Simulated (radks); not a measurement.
Results of a calculation; reference values are marked as such.
Question: The lithium anion Li-, [He] 2s2, held by a Watson sphere: a shell of charge +1 at radius R that stands for the Madelung well of a crystal (potential energy -1/R inside, -1/r outside, in hartree with lengths in bohr). Code: a radial shooting solver on a logarithmic mesh with Libxc functionals. Model: non-relativistic Kohn-Sham, LDA (Slater exchange, VWN5 correlation), spin-polarised, spherical densities, point nucleus. Response by self-consistent Sternheimer equations with the Hartree and adiabatic LDA kernel. The sphere does not respond.

R (bohr)  e(1s) (eV)  e(2s) (eV)  <r> 2s (bohr)  sum of <r^2> (bohr^2)  X-ray form factor at sin(theta)/lambda = 0.3 1/angstrom  alpha (bohr^3)
2.06         -52.508      -4.556          3.245                  25.83                                                    1.465           88.07
2.08         -52.428      -4.548          3.252                  25.92                                                    1.465           88.55
2.28         -51.743      -4.459          3.319                  26.90                                                    1.467           93.81
2.67         -50.861      -4.269          3.459                  29.03                                                    1.473           106.2
3.15         -50.257      -4.021          3.639                  31.94                                                    1.481           125.1
3.26         -50.164      -3.964          3.680                  32.63                                                    1.482           129.9
3.75         -49.866      -3.714          3.860                  35.80                                                    1.488           153.5

Estimate the row for R = 3.78 bohr.

Answer: e(1s) (eV) -49.853; e(2s) (eV) -3.699; <r> 2s (bohr) 3.870; sum of <r^2> (bohr^2) 36.00; X-ray form factor at sin(theta)/lambda = 0.3 1/angstrom 1.488; alpha (bohr^3) 155.1.
